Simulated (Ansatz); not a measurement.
Two isomers of C3H10BN: A = `CBN(C)C`, B = `CCBNC`.

Computed with Ansatz on PBE0-D4/def2-TZVP structures; ΔE is electronic, products minus reactants. CCSD(T)/CBS adds triple-zeta CCSD(T) − MP2 to the extrapolated MP2 energy (def2 sets, frozen cores). DFT in def2-TZVPP. One conformer a species, not always the lowest.

(1) Which is lower in electronic energy at CCSD(T)/CBS, and by how much? (Best estimate.)

(2) Give E(B) − E(A) in kJ/mol with r2SCAN-D4, CCSD/def2-TZVPP, ωB97M-V, HF/def2-TZVPP, MP2/def2-TZVPP, PBE0-D4, B2PLYP. (Estimate.)

Largest T1 diagnostic: 0.012.

Results:

(1) Computed: B, by 18.3 kJ/mol.

(2) Ansatz gave: r2SCAN-D4 -18.0, CCSD/def2-TZVPP -18.4, ωB97M-V -19.1, HF/def2-TZVPP -22.8, MP2/def2-TZVPP -16.9, PBE0-D4 -18.5, B2PLYP -18.0. None reverses the order clearly.

In def2-TZVPP, CCSD(T) changes the Hartree–Fock value by +5.9 kJ/mol (the triples alone add +1.5 kJ/mol) and MP2 by +6.0 kJ/mol.
